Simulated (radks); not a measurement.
La IV, configuration [Xe] (the NIST ground configuration).

Calculated with a radial shooting solver on a logarithmic mesh with Libxc functionals: scalar-relativistic Kohn-Sham, SCAN, spin-polarised, spherical densities, finite nucleus; meta-GGA in the generalised Kohn-Sham scheme; Fermi nuclear charge, rms radius 4.855 fm.

Energy parts (eV):
total: -231111.14
kinetic: 244459.26
electron-nucleus: -557983.45
Hartree: 87953.93
exchange-correlation: -5540.87

Orbitals (lengths in bohr, moments of r in powers of bohr; r(max) is where P^2 peaks):
1s: occ. 2; eigenvalue (eV) -38836.15; r(max) 0.01608; <1/r> 62.01; <r> 0.02507
2s: occ. 2; eigenvalue (eV) -6221.703; r(max) 0.09084; <1/r> 14.30; <r> 0.1074
2p: occ. 6; eigenvalue (eV) -5574.759; r(max) 0.07315; <1/r> 13.55; <r> 0.09425
3s: occ. 2; eigenvalue (eV) -1357.338; r(max) 0.2599; <1/r> 5.187; <r> 0.2846
3p: occ. 6; eigenvalue (eV) -1149.104; r(max) 0.2545; <1/r> 4.908; <r> 0.2828
3d: occ. 10; eigenvalue (eV) -850.7098; r(max) 0.2104; <1/r> 4.646; <r> 0.2600
4s: occ. 2; eigenvalue (eV) -295.5850; r(max) 0.6084; <1/r> 2.145; <r> 0.6542
4p: occ. 6; eigenvalue (eV) -227.4488; r(max) 0.6352; <1/r> 1.981; <r> 0.6930
4d: occ. 10; eigenvalue (eV) -128.7133; r(max) 0.6714; <1/r> 1.723; <r> 0.7678
5s: occ. 2; eigenvalue (eV) -62.7099; r(max) 1.410; <1/r> 0.8517; <r> 1.548
5p: occ. 6; eigenvalue (eV) -45.2728; r(max) 1.571; <1/r> 0.7426; <r> 1.753

The highest occupied level is 5p at -45.273 eV. Summed over all electrons, <r^2> = 38.80 bohr^2, which gives a Langevin (diamagnetic) susceptibility term of -30.7 x 10^-6 cm^3/mol.

Empty levels of this run are not shown, since the potential may be unsettled where no density lies.
